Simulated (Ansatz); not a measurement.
C₂H₅BrInN (SMILES C=[CH][In]([NH2])[Br]), singlet, at a GFN2-xTB geometry (such geometries of metal compounds can be far from the true shape) (all electrons, no relativity); CASSCF(6,5)/STO-3G (Ansatz, a program for electronic structure).

Input for Ansatz:
Ansatz 0.2 input:
```yaml
crystal:
  periodic: [false, false, false]
  atoms:
    - {symbol: In, position_ang: [-0.48376575, -0.08584910, -0.09843543]}
    - {symbol: Br, position_ang: [1.70855462, 0.63398762, 0.84601092]}
    - {symbol: C, position_ang: [-0.54673415, -1.65682894, -1.66717340]}
    - {symbol: C, position_ang: [-1.67544406, -1.98758832, -2.25891884]}
    - {symbol: H, position_ang: [0.40037888, -2.11527351, -1.92490678]}
    - {symbol: H, position_ang: [-1.71461892, -2.74135275, -3.03704608]}
    - {symbol: H, position_ang: [-2.62042869, -1.52689562, -2.00280450]}
    - {symbol: N, position_ang: [-2.01079593, 1.14285565, 0.53032806]}
    - {symbol: H, position_ang: [-1.82270728, 1.55134336, 1.44143745]}
    - {symbol: H, position_ang: [-2.92887289, 0.71573138, 0.58053096]}
basis:
  gaussian:
    orbitals: STO-3G
hamiltonian:
  xc: hf
magnetization: {spin_polarized: false}
correlation: {active_space: {window: {electrons: 6, orbitals: 5}}}
```

It wrote (shortened):

```
Functional definition: HF
817 factors; integrals over basis functions are off by at most 5.8e-5 eV
mean field evaluation 1: about -227459.3524 eV, gradient 2.0e1 eV
mean field evaluation 2: about -227459.4445 eV, gradient 2.0e1 eV
mean field evaluation 4: about -227461.3753 eV, gradient 1.9e0 eV
mean field evaluation 8: about -227461.3950 eV, gradient 4.7e-2 eV
mean field -227461.39500279 eV, -8359.0520874816 hartree, gradient 3.3e-6 eV, S^2 0.000000; 0 other end points of the search recorded, 0 dependent functions left out
reference -227461.39500279 eV, -8359.0520874816 hartree; 54, 54 occupied and 11, 11 virtual orbitals, 817 factors
state -227463.23817623 eV, -8359.1198228561 hartree
2 active orbitals were swapped for others, from the solution at -227463.05471045 eV, -8359.1130806130 hartree to that at -227463.23817623 eV, -8359.1198228561 hartree; typed "places" are swapped only where nearly empty or full, and so, without "given_window_search", are "orbital_numbers", "shells" and a window whose orbitals a file names under [Active]
Total energy: -227463.23817623 eV, -8359.1198228561 hartree
```
